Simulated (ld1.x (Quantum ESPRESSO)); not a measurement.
Au (Z = 79), PAW: configuration errors across variants

```
Element                 : gold (Au)
Generator               : ld1.x (Quantum ESPRESSO) 7.5
Type                    : PAW
Functional              : PBE
Relativity              : scalar-relativistic
Frozen core             : [Kr] 4d10 4f14 5s2
Valence charge          : 17
Reference configuration : 5p6 5d10 6s1 6p0
Partial waves           : 6s (bound): rcut 2.35, rcutus 2.80 bohr; 6s channel at 0.4 Ry: rcut 2.35, rcutus 2.80 bohr; 5p (bound): rcut 1.85, rcutus 2.15 bohr; 6p (bound, empty): rcut 1.85, rcutus 2.15 bohr; 5d (bound): rcut 1.20, rcutus 1.65 bohr; 5d channel at 0.1 Ry: rcut 1.20, rcutus 1.65 bohr; 5f channel at 0.3 Ry: rcut 1.90, rcutus 2.40 bohr; 5f channel at 1.55 Ry: rcut 1.90, rcutus 2.40 bohr
Local potential         : all-electron potential smoothed inside 1.80 bohr (lloc = -1)
Core correction         : Bessel-smoothed model core inside 0.75 bohr
Augmentation charge     : PSQ, inside the norm-conserving radii
```

All-electron excitation energies from the reference (eV): (1) 5p6 5d10 6s0 6p0 9.409; (2) 5p6 5d9 6s0 6p0 30.617; (3) 5p6 5d8 6s0 6p0 64.494; (4) 5p6 5d9 6s1 6p1 7.497; (5) 5p6 5d10 6s0.5 6p0 3.773; (6) 5p5 5d10 6s1 6p0 66.105; (7) 5p6 5d9 6s1 6p0 12.124.

The overlap operator is not positive definite (basis up to 400 Ry) in “waves 5p (bound): rcut 1.76, rcutus 1.86 bohr; 6p (bound): rcut 1.76, rcutus 1.86 bohr”, “all radii but the core radius scaled by about 0.86 (s 2.42, p 1.86, d 1.42, f 2.06 bohr, rcut 2.02/1.60/1.04/1.64); local potential all-electron potential smoothed inside 1.54 bohr (lloc = -1)”. Such files are unfit for use, however small their errors in these radial tests.

1 further variants failed, have other tests or too few solved ones, and are left out.

A true bound ghost makes a file unfit for plane-wave use even where its test errors are small: the radial tests pick states by their node count and pass the ghost by.

Errors AE − PS in meV (a dash: test not solved or not reliable):

```csv
change,(1),(2),(3),(4),(5),(6),(7),bound ghosts
base,-3.9,+36,+111,-7.9,-1.6,-101,-12,s
"waves 5p (bound): rcut 1.76, rcutus 1.86 bohr; 6p (bound): rcut 1.76, rcutus 1.86 bohr",-3.7,-23,-68,+380,-1.5,-238,-37,"s (p not tested, overlap not positive)"
"waves 5d (bound): rcut 1.20, rcutus 1.92 bohr; 5d channel at 0.1 Ry: rcut 1.20, rcutus 1.92 bohr",-5.4,-7.3,-24,+2.2,-1.9,–,–,s
"waves 5f channel at 0.3 Ry: rcut 1.38, rcutus 1.46 bohr; 5f channel at 1.55 Ry: rcut 1.38, rcutus 1.46 bohr",-3.9,+36,+111,-7.9,-1.6,-101,-12,s
"wave 5f channel at 1.55 Ry: rcut 1.90, rcutus 2.40 bohr becomes 5f channel at 0.35 Ry: rcut 1.90, rcutus 2.40 bohr",-3.9,+36,+111,-7.9,-1.6,-101,-12,s
"all radii but the core radius scaled by about 0.86 (s 2.42, p 1.86, d 1.42, f 2.06 bohr, rcut 2.02/1.60/1.04/1.64); local potential all-electron potential smoothed inside 1.54 bohr (lloc = -1)",-3.3,-5.9,-1.8,+4.4,-1.3,-62,+1.3,"s (p not tested, overlap not positive)"
"augmentation BESSEL, radius 0.85 bohr",+42,+42,+22,+1.9,+4.6,-113,-0.1,s
```

**Question.** Give the same row for: core correction Bessel-smoothed model core inside 0.64 bohr.

**Answer.** -3.9, +37, +113, -8.1, -1.6, -101, -12; bound ghosts: s.
